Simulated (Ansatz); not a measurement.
Born–Oppenheimer molecular dynamics of AsH4NS (7 atoms, charge 0, multiplicity 1). It starts from a relaxed structure.

Computed with RKS LDA/def2-SVP in Ansatz 0.2.0.

- ensemble: NVT, Langevin thermostat
- time step: 0.5 fs
- steps asked: 150
- set temperature: 700 K
- friction: 0.02 /fs
- seed: 550068

Frames 0.5 fs apart, positions in Å, forces in eV/Å.

Velocities at 40.0 fs (Å/ps):

```
N 0.58 7.67 -7.28
As -0.68 1.98 -1.15
S -2.76 -6.94 0.68
H -13.33 34.21 32.89
H -14.59 -7.49 5.91
H 11.51 -39.51 -3.88
H 14.78 -13.59 6.96
```

```xyz
7
Properties=species:S:1:pos:R:3:forces:R:3 time_fs=40.0 energy_less_start_eV=0.324 T=500
N -1.217 0.501 -0.315 -1.37 -0.48 -3.18
As -0.091 0.200 1.008 0.81 -0.48 1.70
S 1.798 -0.737 0.108 -0.37 -0.65 0.94
H -1.748 -0.343 -0.709 0.70 0.89 1.23
H -0.828 0.879 -1.211 -0.06 0.31 0.72
H 0.438 1.655 1.212 -0.09 -0.29 -0.53
H 1.547 -1.798 1.011 0.38 0.70 -0.88
7
Properties=species:S:1:pos:R:3:forces:R:3 time_fs=40.5 energy_less_start_eV=0.286 T=526
N -1.217 0.505 -0.319 -1.24 -0.30 -2.56
As -0.092 0.201 1.007 0.67 -0.73 1.59
S 1.796 -0.740 0.109 -0.37 -0.69 0.97
H -1.755 -0.325 -0.692 0.47 0.52 1.04
H -0.837 0.876 -1.208 0.11 0.45 0.37
H 0.443 1.635 1.210 0.00 -0.02 -0.50
H 1.555 -1.805 1.015 0.37 0.75 -0.91
7
Properties=species:S:1:pos:R:3:forces:R:3 time_fs=41.0 energy_less_start_eV=0.264 T=546
N -1.219 0.509 -0.323 -1.02 -0.03 -1.88
As -0.092 0.202 1.007 0.49 -1.01 1.46
S 1.794 -0.743 0.110 -0.37 -0.72 0.99
H -1.763 -0.307 -0.674 0.18 0.08 0.82
H -0.846 0.873 -1.206 0.27 0.60 0.02
H 0.447 1.614 1.207 0.10 0.28 -0.47
H 1.564 -1.812 1.017 0.35 0.80 -0.94
7
Properties=species:S:1:pos:R:3:forces:R:3 time_fs=41.5 energy_less_start_eV=0.259 T=607
N -1.221 0.512 -0.328 -0.73 0.30 -1.10
As -0.092 0.203 1.006 0.28 -1.33 1.31
S 1.793 -0.745 0.111 -0.36 -0.74 1.00
H -1.770 -0.288 -0.654 -0.18 -0.44 0.56
H -0.854 0.871 -1.203 0.44 0.74 -0.38
H 0.450 1.592 1.205 0.23 0.63 -0.44
H 1.573 -1.820 1.018 0.32 0.83 -0.95
7
Properties=species:S:1:pos:R:3:forces:R:3 time_fs=42.0 energy_less_start_eV=0.275 T=548
N -1.223 0.516 -0.333 -0.34 0.72 -0.31
As -0.092 0.204 1.006 0.05 -1.63 1.15
S 1.791 -0.748 0.112 -0.34 -0.75 1.00
H -1.776 -0.268 -0.635 -0.62 -1.03 0.29
H -0.861 0.870 -1.201 0.60 0.87 -0.78
H 0.454 1.572 1.200 0.36 0.97 -0.40
H 1.583 -1.826 1.018 0.29 0.85 -0.95
7
Properties=species:S:1:pos:R:3:forces:R:3 time_fs=42.5 energy_less_start_eV=0.297 T=594
N -1.224 0.520 -0.338 0.04 1.09 0.40
As -0.092 0.205 1.005 -0.14 -1.86 1.00
S 1.789 -0.750 0.113 -0.32 -0.72 0.96
H -1.784 -0.251 -0.614 -1.02 -1.54 0.05
H -0.866 0.873 -1.199 0.71 0.96 -1.13
H 0.460 1.556 1.195 0.47 1.24 -0.36
H 1.596 -1.831 1.016 0.25 0.83 -0.92
7
Properties=species:S:1:pos:R:3:forces:R:3 time_fs=43.0 energy_less_start_eV=0.306 T=566
N -1.226 0.525 -0.344 0.26 1.20 0.94
As -0.092 0.206 1.005 -0.31 -2.04 0.86
S 1.788 -0.753 0.114 -0.29 -0.65 0.89
H -1.796 -0.240 -0.590 -1.21 -1.74 -0.09
H -0.870 0.877 -1.198 0.77 0.99 -1.41
H 0.468 1.543 1.189 0.56 1.47 -0.33
H 1.608 -1.833 1.013 0.21 0.77 -0.85
7
Properties=species:S:1:pos:R:3:forces:R:3 time_fs=43.5 energy_less_start_eV=0.291 T=559
N -1.228 0.530 -0.348 0.32 1.09 1.19
As -0.093 0.208 1.005 -0.43 -2.12 0.74
S 1.786 -0.755 0.115 -0.25 -0.55 0.80
H -1.811 -0.236 -0.565 -1.17 -1.62 -0.15
H -0.873 0.883 -1.202 0.75 0.92 -1.50
H 0.476 1.534 1.181 0.63 1.61 -0.31
H 1.622 -1.831 1.010 0.16 0.68 -0.76
7
Properties=species:S:1:pos:R:3:forces:R:3 time_fs=44.0 energy_less_start_eV=0.255 T=605
N -1.230 0.535 -0.353 0.25 0.82 1.20
As -0.093 0.209 1.005 -0.50 -2.08 0.63
S 1.784 -0.756 0.116 -0.20 -0.44 0.69
H -1.828 -0.235 -0.541 -0.94 -1.27 -0.17
H -0.876 0.889 -1.210 0.64 0.77 -1.39
H 0.484 1.531 1.170 0.65 1.64 -0.29
H 1.637 -1.828 1.008 0.11 0.56 -0.66
7
Properties=species:S:1:pos:R:3:forces:R:3 time_fs=44.5 energy_less_start_eV=0.212 T=586
N -1.231 0.540 -0.358 0.15 0.52 1.05
As -0.094 0.210 1.005 -0.52 -1.94 0.53
S 1.782 -0.758 0.117 -0.16 -0.32 0.57
H -1.846 -0.236 -0.519 -0.63 -0.83 -0.18
H -0.879 0.899 -1.220 0.47 0.56 -1.13
H 0.492 1.533 1.160 0.63 1.57 -0.29
H 1.653 -1.825 1.004 0.06 0.45 -0.55
7
Properties=species:S:1:pos:R:3:forces:R:3 time_fs=45.0 energy_less_start_eV=0.171 T=658
N -1.233 0.545 -0.362 0.05 0.24 0.81
As -0.095 0.211 1.005 -0.48 -1.69 0.46
S 1.779 -0.759 0.119 -0.11 -0.20 0.44
H -1.863 -0.238 -0.497 -0.30 -0.38 -0.22
H -0.882 0.910 -1.233 0.27 0.32 -0.76
H 0.502 1.540 1.149 0.56 1.38 -0.29
H 1.669 -1.823 1.000 0.01 0.33 -0.43
7
Properties=species:S:1:pos:R:3:forces:R:3 time_fs=45.5 energy_less_start_eV=0.144 T=686
N -1.235 0.550 -0.367 -0.05 -0.03 0.60
As -0.096 0.212 1.005 -0.41 -1.36 0.39
S 1.777 -0.761 0.120 -0.06 -0.09 0.32
H -1.880 -0.241 -0.476 0.04 0.07 -0.28
H -0.886 0.922 -1.246 0.07 0.08 -0.40
H 0.513 1.551 1.140 0.44 1.10 -0.30
H 1.687 -1.823 0.997 -0.04 0.23 -0.32
```

Of the whole run (75 fs, mean temperature of the second half 485 K): The mean temperature of the second half is 31 % below the set value. A run of 0.075 ps of so small a system gives no equilibrium averages.

Time of the run: 100 s on 1 thread of Intel(R) Xeon(R) 6975P-C (Granite Rapids), with other jobs on the host, peak memory 0.12 GiB.
